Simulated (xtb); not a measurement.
xtb was given this input:
```
$ xtb mol.xyz --gfn 1 --ohess --json

# file mol.xyz
4

C     -0.00000000    -0.00000000    -0.59686216
C      0.00000000     0.00000000     0.59686216
H      0.00000000     0.00000000     1.64657465
H     -0.00000000    -0.00000000    -1.64657465
```

**Question.** Predict the zero-point energy from xtb with GFN1-xTB.

**Answer.** 16.7 kcal/mol

**Question.** What total energy at the end of the optimisation does GFN1-xTB give?

**Answer.** -5.2160 Eh

**Question.** Estimate the harmonic frequencies (imaginary ones negative) that GFN1-xTB returns for this input.

**Answer.** 545, 545, 835, 835, 2161, 3331, 3416 cm⁻¹

**Question.** Estimate the HOMO-LUMO gap that GFN1-xTB returns for this input.

**Answer.** 7.34 eV
